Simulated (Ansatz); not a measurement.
Job for Ansatz (an electronic-structure program): R-RI-MP2/def2-QZVPP on H6OSiSn (SMILES [SiH3][O][SnH3]), a point of a torsion scan. Elements past Kr take the def2 small-core potentials; no spin–orbit coupling. Files ending in .json are basis or fitting sets from the Basis Set Exchange. The run froze 15 orbitals, filled d shells among them.

Ansatz 0.2 input:
```yaml
crystal:
  periodic: [false, false, false]
  atoms:
    - {symbol: Si, position_ang: [1.69439969, -0.23971265, 0.08923031]}
    - {symbol: O, position_ang: [0.16313629, 0.13031636, -0.26030491]}
    - {symbol: Sn, position_ang: [-1.74871021, 0.22406742, -0.03556194]}
    - {symbol: H, position_ang: [2.11796240, -1.22307915, -0.90226066]}
    - {symbol: H, position_ang: [2.43338485, 1.01395395, -0.00944030]}
    - {symbol: H, position_ang: [1.77442255, -0.79565470, 1.43962084]}
    - {symbol: H, position_ang: [-2.01249540, 1.76113036, 0.53742899]}
    - {symbol: H, position_ang: [-2.16020631, -0.97597539, 1.04390625]}
    - {symbol: H, position_ang: [-2.29967820, -0.02971110, -1.57869679]}
basis:
  gaussian:
    orbitals: def2-QZVPP.json
    fitting: {mean_field: def2-universal-JKFIT, correlation: def2-QZVPP-RIFIT.json}
magnetization: {spin_polarized: false}
correlation: {method: mp2, electrons: outside_noble_gas}
scf: {lower_state_search: off}
```

It printed:

```
WARN ansatz: RAYON_NUM_THREADS=1 ignored (pool sized by the plan → 1); use --threads N
Functional definition: HF
these checks for a lower state are left out or cut short: stability, starts, cluster_reference, orbital_swaps, neighbouring_geometries, increment
integrals: 0.59 GiB planned
531 factors; integrals over basis functions are off by at most 2.6e0 eV
mean field: 0.91 GiB planned
mean field evaluation 1: about -15798.8634 eV, gradient 4.3e1 eV
mean field evaluation 2: about -15800.8139 eV, gradient 3.3e1 eV
mean field evaluation 4: about -15802.6419 eV, gradient 7.5e-1 eV
mean field -15802.64243509 eV, -580.7363980739 hartree, gradient 1.7e-6 eV, S^2 0.000000; 0 other end points of the search recorded, 0 dependent functions left out
15 core orbitals not correlated
920 factors; their error is unknown
reference -15802.64243509 eV, -580.7363980739 hartree; 10, 10 occupied and 364, 364 virtual orbitals, 920 factors
second order -14.06488929 eV of doubles, -0.00000000 eV of singles
Total energy: -15816.70732438 eV, -581.2532732217 hartree
Checks for a lower state left out: stability, starts, cluster_reference, orbital_swaps, neighbouring_geometries, increment
```

Self-consistency was reached.

Cost: very roughly 5 core-seconds.
